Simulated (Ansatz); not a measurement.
Consider the redistribution: `CO[SiH](O)O[SiH3]` + `[NH]=[V]([NH2])([OH])[Cl]` → `CO[SiH](Cl)O[SiH3]` + `[NH]=[V]([NH2])([OH])[OH]`.

Computed with Ansatz on PBE0-D4/def2-TZVP structures; ΔE is electronic, products minus reactants. CCSD(T)/CBS is the MP2 limit (def2-TZVPP, def2-QZVPP) plus CCSD(T) − MP2 in def2-TZVPP, frozen cores. For V outer-core shells are correlated without core-valence functions, which leaves a few kJ/mol of doubt a bond. Scalar relativity is left out up to krypton. One conformer a species, not always the lowest.

```tsv
species	CCSD(T)/CBS(def2) energy (Eh)
`CO[SiH](O)O[SiH3]`	-846.73000
`[NH]=[V]([NH2])([OH])[Cl]`	-1590.33890
`CO[SiH](Cl)O[SiH3]`	-1230.73103
`[NH]=[V]([NH2])([OH])[OH]`	-1206.32024
```

Question: Work out ΔE.

Answer: ΔE = (-1230.73103) + (-1206.32024) − (-846.73000) − (-1590.33890) = 0.01763 Eh = +0.48 eV.

Largest T1 diagnostic among the species: 0.030, so the coupled-cluster value is less sure than usual.

From PBE to PBE0 (25 % exact exchange), in def2-TZVPP and without D4, ΔE moves by +0.05 eV.
